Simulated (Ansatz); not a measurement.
The same path of CH$_{8}$AlBSSi$_{2}$ (14 atoms, charge 0, multiplicity 1) was run 3 times with different band settings. The coordinate that changes most is the dihedral H8–Si1–C2–Si3.

Method: RKS B3LYP-D4/def2-SVP (Ansatz).

Relaxed end points:

```xyz
14
Properties=species:S:1:pos:R:3
Si -1.324 -0.654 0.990
C -0.002 0.086 -0.127
Si 1.698 -0.594 0.308
B -0.070 1.665 -0.123
S -0.815 2.414 -1.623
Al -0.576 0.250 -1.988
H -2.685 -0.271 0.497
H -1.232 -2.144 0.981
H -1.193 -0.179 2.401
H 2.730 -0.015 -0.606
H 1.723 -2.079 0.148
H 2.082 -0.263 1.712
H 0.353 2.384 0.749
H -0.703 -0.630 -3.290
```

```xyz
14
Properties=species:S:1:pos:R:3
Si -1.318 -0.627 1.020
C 0.000 0.113 -0.102
Si 1.568 -0.926 -0.069
B 0.249 1.637 0.232
S -0.468 2.822 -0.972
Al -0.714 0.787 -1.791
H -1.545 -2.061 0.671
H -0.939 -0.544 2.462
H -2.612 0.103 0.838
H 2.578 -0.357 -1.015
H 1.278 -2.327 -0.496
H 2.178 -0.962 1.294
H 0.885 2.057 1.168
H -1.151 0.255 -3.210
```

Common settings: movable images 5; climbing image yes; spring 5.0 eV/Å²; force threshold 0.05 eV/Å; end points relaxed.

| run | optimiser | start path | iteration limit | largest step |
| --- | --- | --- | --- | --- |
| 1 | quadratic models (default) | IDPP | 40 | default |
| 2 | quadratic models (default) | straight line | 42 | default |
| 3 | lbfgs | IDPP | 58 | 0.5 Å |

Task: What does each run give, and how far can it be trusted?

Result: Run 1: converged after 6 iterations, highest image 0.058 eV above the first end. A vibrational analysis at the climbing image gives one clearly imaginary mode, 121i cm⁻¹: a first-order saddle point.
Run 2: converged after 8 iterations, highest image 0.058 eV above the first end. Another band between the same ends (5 images) ends at a top of the same energy, where a vibrational analysis finds 1 clearly imaginary mode.
Run 3: converged after 11 iterations, highest image 0.058 eV above the first end. Another band between the same ends (5 images) ends at a top of the same energy, where a vibrational analysis finds 1 clearly imaginary mode.
